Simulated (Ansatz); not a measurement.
Reactions of `C=CCSC=C`.

Isolated molecules relaxed with PBE0-D4/def2-TZVP in Ansatz; ΔE leaves out vibrations. CCSD(T)/CBS is the MP2 limit (def2-TZVPP, def2-QZVPP) plus CCSD(T) − MP2 in def2-TZVPP, frozen cores. This one scheme is used for every species. Functionals use def2-TZVPP. One conformer a species, not always the lowest.

```csv
reaction,CCSD(T)/CBS(def2) (kJ/mol)
`C=CCSC=C` + `[SiH3]CS` → `C=CSC[SiH3]` + `C=CSC`,9
`C=CCSC=C` + `CN[SiH2]Cl` → `C=CN(C)[SiH2]Cl` + `C=CSC`,3
`C=CCSC=C` + `[SiH3]CS` → `C=CSC[SiH3]` + `C=CCS`,8
`C=CCSC=C` + `C=N` → `C=CN=C` + `C=CCS`,?
`C=CCSC=C` + `CCS` → `C=CCSCC` + `C=CS`,?
`C=CCSC=C` + `[OH][AlH2]` → `C=CC[O][AlH2]` + `C=CS`,57
```

Question: Fill in the missing values. (Best estimate.)

Answer: Computed: `C=CCSC=C` + `C=N` → `C=CN=C` + `C=CCS`: +3.9 kJ/mol; `C=CCSC=C` + `CCS` → `C=CCSCC` + `C=CS`: +0.2 kJ/mol.

Largest T1 diagnostic: 0.013, for `C=CC[O][AlH2]`.
